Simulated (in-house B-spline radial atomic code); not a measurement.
The numbers below are computed, except where a source is named.
**Making a Troullier-Martins p channel for Ge, r_c = 0.41 bohr**

Ge, [Ar] 3d10 4s2 4p2, non-relativistic LDA (VWN5), spherical and spin-unpolarised, from a B-spline radial code for spherical atoms (atomic units). The all-electron 3p level is ε = -4.194822 hartree, its outermost node lies just inside 0.24 bohr and its outer maximum at 0.55 bohr.

Inside r_c the pseudo-orbital is u(r) = r^2 exp(p(r)), with p = c0 + c2 r² + c4 r⁴ + … + c12 r¹². The seven coefficients follow from p and its first four derivatives at r_c, from zero curvature of the screened potential at the origin, c4 = −c2²/(2l + 5), and from the norm inside r_c. At r_c the all-electron orbital has P = 1.128072, P' = 3.438942, the screened potential V = -24.80378, V' = 115.7198, V'' = -711.7597, and the norm inside is Q = 0.1481323.

What are p, p' and p'' at r_c?

p = ln(P/r_c^2) = ln(1.128072/0.1681) = 1.90371. p' = P'/P − 2/r_c = 3.04851 − 4.87805 = -1.82954. The radial equation gives p'' = 2(V − ε) − 2(2) p'/r_c − p'² = -41.21792 − (-17.84914) − 3.34721 = -26.71598. Differentiating, p''' = 2V' + 2(2)p'/r_c² − 2(2)p''/r_c − 2p'p'' = 350.79, and p'''' = 2V'' − 4(2)p'/r_c³ + 4(2)p''/r_c² − 2(2)p'''/r_c − 2p''² − 2p'p''' = -6048.9.

For a trial c2 the five matching conditions are linear in c0, c6, c8, c10 and c12, and c2 is varied until the norm inside r_c equals Q. The root nearest zero gives:

```csv
n,c_n
0,3.753388
2,-31.04302
4,-137.667
6,6714.142
8,-58224.75
10,210350.4
12,-282610.1
```

Check c4 and p(r_c), and find the screened pseudopotential at the origin.

−c2²/7 = -137.667, as listed. The terms c_n r_c^n are 3.75339, -5.21833, -3.89014, 31.89288, -46.49203, 28.23461, -6.37667, which sum to 1.90371. Inverting the radial equation, V_l(r) = ε + 2 p'/r + (p'' + p'²)/2, so V_l(0) = ε + (2l + 3) c2 = -4.194822 + 5 × (-31.043) = -159.4099 hartree, finite where the all-electron potential diverges.

Orbitals and screened potentials:

```csv
r (bohr),P,u,V all-electron,V pseudo
0.041,-0.3149,0.06805,-662.8,-158.8
0.102,-0.7074,0.3188,-217.0,-141.3
0.164,-0.5329,0.4996,-112.6,-81.34
0.226,-0.05809,0.5492,-69.4,-12.47
0.287,0.442,0.6358,-47.03,17.52
0.348,0.8484,0.8633,-33.62,-5.868
0.41,1.128,1.128,-24.8,-24.8
```

Logarithmic derivatives P'/P at R = 0.71 bohr, for energies E around ε:

| E − ε (hartree) | all-electron | pseudo |
| --- | --- | --- |
| -0.5 | -0.887234 | -0.888005 |
| -0.25 | -1.09904 | -1.09925 |
| -0.1 | -1.23128 | -1.23131 |
| 0 | -1.32171 | -1.32171 |
| 0.1 | -1.41405 | -1.41409 |
| 0.25 | -1.55628 | -1.55652 |
| 0.5 | -1.8039 | -1.80497 |

With P(R) = 1.181745 and a norm of 0.6380295 inside R, what slope in energy does norm conservation fix?

d(P'/P)/dE = −2 × (norm inside R)/P(R)² = -0.9137 per hartree·bohr at E = ε, for both atoms, since orbital and norm agree at R. Differences over ±0.1 hartree give -0.9139 (all-electron) and -0.9139 (pseudo), which also hold third-order terms. Half a hartree below ε the two curves differ by -0.0008.
